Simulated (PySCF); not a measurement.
# Simulated characterisation data

- GFN2-xTB structure
- shielding tensors at PBE0/pcSseg-1 (GIAO)
- program: PySCF 2.14
- one conformer, no solvent, rapidly exchanging positions averaged, no relativistic terms

Chemical shifts δ = σref − σ; ¹H (31.72 ppm) and ¹³C (186.93 ppm) against TMS, all at this level. Splittings of carbon signals by F and P are missing where no couplings were computed. Where no couplings were computed, multiplicities follow the n + 1 count of equivalent neighbours, and m marks all less simple cases (inequivalent or close neighbours, rings, F or P nearby). Shifts are as computed. Against solution values, carbons near 30 ppm lie about +3 ppm off and those near 130 ppm about +5 ppm. Of 1211 compounds with measured shifts, 218 miss one by over three times the rms of a fit or turn the order of signals round; such compounds aren't used in these exercises. OH and NH positions are gas-phase values without hydrogen bonding to other molecules.

**1.** SMILES FC(F)[C@@]1([SiH3])C=CO[SiH2]1, C₄H₈F₂OSi₂. ¹H NMR (600 MHz, computed): δ 6.67 (d, 1H), 6.28 (m, 1H), 5.34 (m, 1H), 5.30 (m, 1H), 5.20 (m, 1H), 4.09 (s, 3H). ¹³C{¹H} NMR (computed): δ 157.5 (CH), 125.9 (CH), 110.1 (CH), 34.2 (C).

**2.** `C=C(CO)C(C)(C)C`, C₇H₁₄O. ¹H NMR (600 MHz, computed): δ 5.65 (br s, 1H), 5.30 (br s, 1H), 4.51 (s, 2H), 1.10 (s, 9H), -0.11 (br s, 1H). ¹³C{¹H} NMR (computed): δ 170.3 (C), 110.6 (CH2), 67.2 (CH2), 36.9 (C), 30.7 (CH3).
